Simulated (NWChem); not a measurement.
heptafluoropropyl methyl ether (C₄H₃F₇O); SMILES COC(F)(F)C(F)(F)C(F)(F)F

```xyz
15

C      1.4490     2.6555     0.3865
O      0.9281     1.3208     0.5434
C     -0.1960     1.0452    -0.1451
F     -1.2212     1.8839     0.1822
F     -0.0233     1.1731    -1.4925
C     -0.6546    -0.3994     0.1653
F     -1.7417    -0.6621    -0.5969
F     -1.0022    -0.4725     1.4707
C      0.3876    -1.5095    -0.1079
F      0.8647    -1.4108    -1.3571
F      1.4062    -1.4310     0.7549
F     -0.2017    -2.7051     0.0332
H      0.7292     3.3905     0.7556
H      1.6880     2.8510    -0.6621
H      2.3561     2.6822     0.9893
```
Atoms are numbered in this order, from 1.

Computed with NWChem. STO-3G and 3-21G are far too small for this property and stand as cheap habits. Coordinates come from a B3LYP/6-31G* (spherical d) optimisation. Not confirmed as a minimum by frequencies. Field at 589 nm.

Problem. Estimate the computed values for B3LYP/STO-3G. Quantities: isotropic polarisability (bohr³); anisotropy (bohr³).

Solution. 
```json
{
  "isotropic polarisability (bohr³)": "29.3",
  "anisotropy (bohr³)": "9.3"
}
```
